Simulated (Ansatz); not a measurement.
Cost and result for the atomization energy of `O[CH](F)[SnH3]` (9 atoms, 8 bonds).

```xyz
9

O    -1.773   -0.578   -0.044
C    -0.728    0.021   -0.706
F    -1.036    1.349   -0.985
Sn    1.165   -0.006    0.403
H    -1.831   -0.233    0.853
H    -0.645   -0.490   -1.668
H     0.734    0.304    2.030
H     1.877   -1.552    0.286
H     2.239    1.185   -0.169
```

Charge 0, multiplicity 1. Correlated methods include outer-core shells of Sn, which these sets cover unevenly. Sn: def2 effective core potential. The geometry is a stationary point of PBE0-D4/def2-TZVP. It is one conformer, not always the lowest. Program: Ansatz. All runs use 4 threads of an Arm Neoverse V2 on a shared host. Times are those of one run each, without the atoms' runs, and a repeat can differ threefold. Electronic energies, without spin–orbit coupling; frozen cores. CCSD(T)/CBS adds CCSD(T) − MP2 in def2-TZVPP to the MP2 limit, and its time is that of the two runs behind it. T1 = 0.013. With those shells the extrapolation isn't a true limit. B3LYP takes the VWN-RPA correlation (the form of Gaussian; ORCA's B3LYP/G).

CCSD(T)/CBS is a level of theory with its own doubt, some kJ/mol a heavy atom from the limit and from the frozen cores, so smaller differences don't rank the functionals.

| level | functions | wall time |
| --- | --- | --- |
| LDA (SPW92)/def2-TZVPP | 213 | 0.9 s |
| revPBE-D4/def2-TZVPP | 213 | 1.4 s |
| BLYP-D4/def2-TZVPP | 213 | 1.6 s |
| CAM-B3LYP-D4/def2-TZVPP | 213 | 2.2 s |
| B3LYP-D4/def2-TZVPP (with forces) | 213 | 2.9 s |
| r2SCAN-D4/def2-TZVPP (with forces) | 213 | 3.3 s |
| r2SCANh-D4/def2-TZVPP | 213 | 3.3 s |
| PBE-QIDH/def2-TZVPP | 213 | 3.8 s |
| CCSD(T)/def2-SVP | 93 | 4 s |
| ωB97M-V/def2-TZVPP (with forces) | 213 | 8 s |
| MP2/def2-QZVPP | 403 | 12 s |
| CCSD(T)/def2-TZVPP | 213 | 100 s |
| CCSD(T)/CBS(def2) | – | 120 s |

Task: What atomization energy does each give, and how far from CCSD(T)/CBS? (An estimate is asked.)

Result: Ansatz gave: 
```
                             level  atomization (kJ/mol)  difference from CCSD(T)/CBS  per bond
            LDA (SPW92)/def2-TZVPP                3279.6                        478.2      59.8
              revPBE-D4/def2-TZVPP                2753.8                        -47.6      -5.9
                BLYP-D4/def2-TZVPP                2781.4                        -20.0      -2.5
           CAM-B3LYP-D4/def2-TZVPP                2799.6                         -1.8      -0.2
 B3LYP-D4/def2-TZVPP (with forces)                2771.1                        -30.3      -3.8
r2SCAN-D4/def2-TZVPP (with forces)                2786.3                        -15.1      -1.9
             r2SCANh-D4/def2-TZVPP                2759.0                        -42.4      -5.3
               PBE-QIDH/def2-TZVPP                2738.5                        -62.9      -7.9
                  CCSD(T)/def2-SVP                2602.2                       -199.2     -24.9
  ωB97M-V/def2-TZVPP (with forces)                2789.4                        -12.0      -1.5
                    MP2/def2-QZVPP                2790.5                        -10.9      -1.4
                CCSD(T)/def2-TZVPP                2722.8                        -78.6      -9.8
                 CCSD(T)/CBS(def2)                2801.4                          0.0       0.0
```

From BLYP to BHLYP (50 % exact exchange), in def2-TZVPP and without D4, the atomization energy moves by −105.6 kJ/mol: exact exchange takes away binding that semilocal exchange gives to molecules. In def2-TZVPP, CCSD(T) changes the Hartree–Fock value by +839.6 kJ/mol (the triples alone add +49.1 kJ/mol) and MP2 by +860.7 kJ/mol; breaking electron pairs costs correlation energy, which Hartree–Fock lacks. Leaving LDA and LC-ωPBE aside and taking each functional with its dispersion term where it has one, the values, not all of them listed here, spread over 178.7 kJ/mol, from BHLYP-D4 to PBE-D4. LDA lies +454.2 kJ/mol from PBE without D4, its usual overbinding.

Spin–orbit coupling would lower the free Sn atoms strongly, and the atomization energy with them, by more than many differences here. For some Ge, Se and Sn compounds the MP2-based and the directly extrapolated limit differ by 10 to 25 kJ/mol.
